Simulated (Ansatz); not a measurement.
Nudged elastic band run: C$_{4}$H$_{8}$OSi

Input:

```yaml
crystal:
  periodic: [false, false, false]
  atoms:
    - { symbol: C, position_ang: [-2.098478, 1.499473, -0.375426] }
    - { symbol: C, position_ang: [-1.122545, 0.752021, 0.428751] }
    - { symbol: C, position_ang: [-0.15669, 0.047941, 0.802153] }
    - { symbol: C, position_ang: [1.043691, -0.794272, 0.855328] }
    - { symbol: Si, position_ang: [1.799919, -1.204778, -0.839402] }
    - { symbol: O, position_ang: [-1.028842, 0.566731, 1.86615] }
    - { symbol: H, position_ang: [-1.856847, 1.432597, -1.434791] }
    - { symbol: H, position_ang: [-3.098352, 1.097124, -0.206875] }
    - { symbol: H, position_ang: [-2.09919, 2.5469, -0.070701] }
    - { symbol: H, position_ang: [0.79527, -1.72659, 1.372017] }
    - { symbol: H, position_ang: [1.796496, -0.295249, 1.473573] }
    - { symbol: H, position_ang: [2.204559, 0.038089, -1.536486] }
    - { symbol: H, position_ang: [2.990734, -2.059356, -0.62752] }
    - { symbol: H, position_ang: [0.817275, -1.929832, -1.677872] }
basis:
  gaussian: { orbitals: def2-SVP }
hamiltonian:
  xc: hf
neb:
  order_check: false
  images: 9
  f_tol: 0.03
  max_iterations: 48
  initial_path: idpp
  final_atoms:
    - { symbol: C, position_ang: [-2.2331317, 1.29000911, -0.3723841] }
    - { symbol: C, position_ang: [-1.14490008, 0.71670283, 0.43093458] }
    - { symbol: C, position_ang: [-0.10051461, 0.13358538, 0.80139898] }
    - { symbol: C, position_ang: [1.16482367, -0.60751086, 0.85236075] }
    - { symbol: Si, position_ang: [1.82290209, -1.16791435, -0.8402516] }
    - { symbol: O, position_ang: [-0.93353438, 0.71145194, 1.86725233] }
    - { symbol: H, position_ang: [-2.06143185, 1.11718213, -1.43346645] }
    - { symbol: H, position_ang: [-3.1824868, 0.83759603, -0.08221509] }
    - { symbol: H, position_ang: [-2.29945778, 2.36310689, -0.18769298] }
    - { symbol: H, position_ang: [1.03098327, -1.48420217, 1.49356965] }
    - { symbol: H, position_ang: [1.91809091, 0.01651169, 1.34326045] }
    - { symbol: H, position_ang: [3.09121326, -1.90351448, -0.63184433] }
    - { symbol: H, position_ang: [0.8415725, -2.05795454, -1.50302598] }
    - { symbol: H, position_ang: [2.07287149, 0.00574941, -1.70899721] }
```

Run as:

```bash
$ ansatz run input.yaml --threads 2 --pin off --max-ram 3072MiB --backend cpu --events-out ev --progress --plain --runs-dir out
```

Output, in part (warnings, iteration lines, the closing report on the highest movable image, with atoms numbered from 0):

```
NEB end point (image 0): max|allowed force component| = 1.333e-2 eV/Å (the criterion of neb.relax_end_points is 1.000e-2)
NEB end point (image 10): max|allowed force component| = 1.287e-2 eV/Å (the criterion of neb.relax_end_points is 1.000e-2)
NEB iter   1: max|band force component| = 8.206e-1 eV/Å  barrier→ = 0.1600 eV  barrier← = 0.1600 eV  Δτ_max = 0.2000 Å  (399 SCF iters)
NEB iter   2: max|band force component| = 3.847e-1 eV/Å  barrier→ = 0.0813 eV  barrier← = 0.0813 eV  CI = image 5  Δτ_max = 0.0410 Å  (326 SCF iters)
NEB iter   3: max|band force component| = 1.734e-1 eV/Å  barrier→ = 0.0657 eV  barrier← = 0.0657 eV  CI = image 5  Δτ_max = 0.0229 Å  (340 SCF iters)
NEB iter   4: max|band force component| = 4.236e-2 eV/Å  barrier→ = 0.0643 eV  barrier← = 0.0643 eV  CI = image 5  Δτ_max = 0.0741 Å  (329 SCF iters)
NEB iter   5: max|band force component| = 5.735e-2 eV/Å  barrier→ = 0.0636 eV  barrier← = 0.0636 eV  CI = image 5  Δτ_max = 0.0239 Å  (329 SCF iters)
NEB iter   6: max|band force component| = 4.761e-2 eV/Å  barrier→ = 0.0634 eV  barrier← = 0.0634 eV  CI = image 5  Δτ_max = 0.0161 Å  (321 SCF iters)
NEB iter   7: max|band force component| = 1.769e-2 eV/Å  barrier→ = 0.0633 eV  barrier← = 0.0633 eV  CI = image 5  Δτ_max = 0.0000 Å  (661 SCF iters)
Total energy: -14136.59302353 eV, -519.5102114877 hartree
Atom 0 at    -2.499567     0.642553    -0.295318 Å, force    -0.000429    -0.000513    -0.002050 eV/Å
Atom 1 at    -1.262999     0.429622     0.468486 Å, force     0.000418    -0.001309    -0.008459 eV/Å
Atom 2 at    -0.087616     0.160353     0.805550 Å, force     0.007712     0.000828     0.014809 eV/Å
Atom 3 at     1.326850    -0.230833     0.819489 Å, force    -0.010418     0.003466     0.004335 eV/Å
Atom 4 at     2.011399    -0.717936    -0.898292 Å, force    -0.012081     0.001733    -0.011283 eV/Å
Atom 5 at    -0.984957     0.596612     1.884430 Å, force     0.003724    -0.001640    -0.003546 eV/Å
Atom 6 at    -2.344000     0.416924    -1.348749 Å, force     0.001416    -0.000147     0.001435 eV/Å
Atom 7 at    -3.289985     0.001842     0.098125 Å, force    -0.000777     0.000936     0.001026 eV/Å
Atom 8 at    -2.821827     1.679655    -0.192121 Å, force    -0.000944    -0.000145     0.001426 eV/Å
Atom 9 at     1.448790    -1.063865     1.517555 Å, force     0.002201     0.000518    -0.001346 eV/Å
Atom 10 at     1.910911     0.597373     1.230677 Å, force     0.001741    -0.002367    -0.001061 eV/Å
Atom 11 at     3.133979     0.174407    -1.267422 Å, force     0.002027    -0.002474     0.005523 eV/Å
Atom 12 at     2.498424    -2.116078    -0.871219 Å, force     0.003389     0.002802     0.004697 eV/Å
Atom 13 at     0.947597    -0.599831    -1.922293 Å, force     0.002020    -0.001687    -0.005505 eV/Å
Dipole moment:     0.113204    -0.122266    -0.526437 e Å
```

The run converged. A vibrational analysis at the climbing image gives one clearly imaginary mode, 132i cm⁻¹: a first-order saddle point.

Final band (atoms are numbered from 1 in the order of the input):

| image | path coordinate (Å) | energy (eV) | dihedral C3–C4–Si5–H14 (°) |
| --- | --- | --- | --- |
| 0 | 0.00 | 0.000 | -60 |
| 1 | 0.50 | 0.002 | -53 |
| 2 | 1.01 | 0.013 | -42 |
| 3 | 1.51 | 0.033 | -29 |
| 4 | 2.02 | 0.054 | -15 |
| 5 | 2.52 | 0.063 | 0 |
| 6 | 3.02 | 0.054 | 14 |
| 7 | 3.52 | 0.034 | 29 |
| 8 | 4.01 | 0.013 | 42 |
| 9 | 4.51 | 0.003 | 52 |
| 10 | 5.01 | 0.000 | 61 |

Time of the run: 3.6 min on 2 threads of Intel(R) Xeon(R) Platinum 8375C CPU @ 2.90GHz (Ice Lake), with other jobs on the host, peak memory 0.31 GiB.
